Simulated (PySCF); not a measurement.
Radial density of Ti (titanium, neutral)

UHF, [Ar] 3d1 4s2 5s1, high-spin 3D determinant (an excited configuration). All numbers are calculated (PySCF 2.14, scalar relativity by spin-free X2C-1e, in x2c-TZVPPall with one added diffuse shell each of s, p, d, f type (7s6p5d3f1g, 80 functions)).

```csv
r (bohr),4πr²ρ (e/bohr),4πr²(ρα − ρβ)
0.00132,0.1938,0.0000
0.00222,0.4964,0.0000
0.00374,1.253,0.0001
0.00629,3.037,0.0003
0.0106,6.853,0.0006
0.0178,13.68,0.0011
0.0299,22.29,0.0015
0.0503,26.15,0.0012
0.0847,21.09,0.0005
0.142,21.73,0.0078
0.240,28.01,0.0507
0.403,13.49,0.2328
0.678,8.715,0.6284
1.14,7.861,0.6924
1.92,1.679,0.3015
3.23,0.7723,0.0341
5.43,0.1500,0.0538
9.13,0.1488,0.1482
15.3,0.01122,0.0112
```

Densities and radii are taken from the X2C orbitals without a picture-change correction, which distorts them close to the nucleus.

The outer electron is Rydberg-like, and this basis confines it to a smaller radius and binds it less than a complete one would.
